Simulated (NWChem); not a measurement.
System: 1,1,1-trifluoroethane (C₂H₃F₃); SMILES CC(F)(F)F

Program: NWChem. Pople sets run with spherical d functions. Structure relaxed at the PBE0/def2-SVP level. Computed dipoles belong to the equilibrium geometry; the measured one is vibrationally averaged.

Measured dipole moment: 2.32 D (NIST CCCBDB, as tabulated in the package chemicals).

```json
[
 {"level": "B3LYP/STO-3G", "dipole moment (D)": "1.14", "computed − measured": "-1.18"},
 {"level": "B3LYP/3-21G", "dipole moment (D)": "2.07", "computed − measured": "-0.25"},
 {"level": "B3LYP/6-31G*", "dipole moment (D)": "1.97", "computed − measured": "-0.35"},
 {"level": "B3LYP/6-31+G*", "dipole moment (D)": "2.35", "computed − measured": "+0.03"},
 {"level": "B3LYP/def2-SVP", "dipole moment (D)": "2.12", "computed − measured": "-0.20"},
 {"level": "B3LYP/def2-SVPD", "dipole moment (D)": "2.32", "computed − measured": "0.00"},
 {"level": "B3LYP/def2-TZVP", "dipole moment (D)": "2.24", "computed − measured": "-0.08"},
 {"level": "B3LYP/6-311++G**", "dipole moment (D)": "2.43", "computed − measured": "+0.11"},
 {"level": "B3LYP/aug-cc-pVTZ", "dipole moment (D)": "2.28", "computed − measured": "-0.04"}
]
```
